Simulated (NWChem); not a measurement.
System: Si2NH5F2; SMILES N[Si](F)(F)[SiH3]

The following NWChem deck was run.

```
start job
memory heap 200 mb stack 900 mb global 1100 mb
geometry units angstroms noautosym nocenter noautoz
  N     -1.541179    -1.035976    -0.340732
  Si     0.028356    -0.431949    -0.027972
  F      0.489895    -1.101403     1.363492
  F      1.145188    -0.911276    -1.095697
  Si     0.029161     1.899967     0.055306
  H     -1.772715    -1.997151    -0.114889
  H     -2.082574    -0.698384    -1.127103
  H      1.410765     2.439448     0.162196
  H     -0.592701     2.430987    -1.190567
  H     -0.770197     2.372044     1.217047
end
basis spherical
  * library pcsseg-1
end
dft
  xc pbe0
  iterations 150
end
property
  shielding
end
task dft property
```

Coordinates come from a B3LYP/6-31G* (spherical d) optimisation.

GIAO values for the isolated, static molecule; σ is the absolute isotropic shielding, δ = σ(reference) − σ with the isolated reference molecule computed at the same levels (19F: trichlorofluoromethane, 1H: tetramethylsilane, 15N: ammonia, 29Si: tetramethylsilane).

Atoms are numbered as in the input.

Question: What results follow from this input? (PBE0/pcSseg-1, GIAO.) Quantities: δ N1 (ppm); δ Si2 (ppm); δ F3 (ppm); δ F4 (ppm); δ Si5 (ppm); δ H6 (ppm); δ H8 (rotor mean) (ppm).

Answer: 
```yaml
"δ N1 (ppm)": 40.6
"δ Si2 (ppm)": -17.7
"δ F3 (ppm)": -163.1
"δ F4 (ppm)": -112.6
"δ Si5 (ppm)": -118.6
"δ H6 (ppm)": 1.55
"δ H8 (rotor mean) (ppm)": 3.36
```
